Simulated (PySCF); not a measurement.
# Two-component Hartree-Fock for V¹⁴⁺ (vanadium, charge +14)

Start: [He] 2s2 2p5; 2p1/2 filled at m_j = -1/2, +1/2; 2p3/2 filled at m_j = -1/2, +1/2, +3/2. Calculated with PySCF 2.14 in an even-tempered Gaussian basis (18 s from 2.6 bohr⁻², ratio 2.4; 11 p from 3.4 bohr⁻², ratio 2.4; 5 d from 17 bohr⁻², ratio 2.6; 5 f from 25 bohr⁻², ratio 2.6): generalised Hartree-Fock with the X2C-1e Hamiltonian and a Gaussian nucleus; one run each with spin-orbit coupling (SO) switched off, then screened by Boettger's factors.

```csv
spinor shell,electrons,"ε, spin-free (eV)","ε, screened SO (eV)",weight of nominal j (screened SO),"rms radius, screened SO (bohr)"
1s1/2,2,-6006.4,-6006.0,1.000,0.0766
2s1/2,2,-1081.4,-1081.3,1.000,0.323
2p1/2,2,-984.59,-990.30,0.876,0.288
2p3/2,3,-984.59,-981.52,0.917,0.290
```

```tsv
quantity	spin-free	screened SO
E (hartree)	-844.14135	-844.24037
M_J	3/2	3/2
⟨J²⟩	3.750	3.750
⟨L²⟩	2.000	2.000
⟨S²⟩	0.750	0.750
```

Each row is a mean over spinors that exchange with the open shell spreads, by up to 17.037 eV (2s1/2).

Rows whose weight is well below 1 are mixtures of j = l ± 1/2: exchange outweighs spin-orbit coupling there, and the label is only the starting occupation.

Without spin-orbit coupling the j labels of p, d and f shells carry no meaning; the spin-free column gives the mean over the occupied spinors of each nl shell.
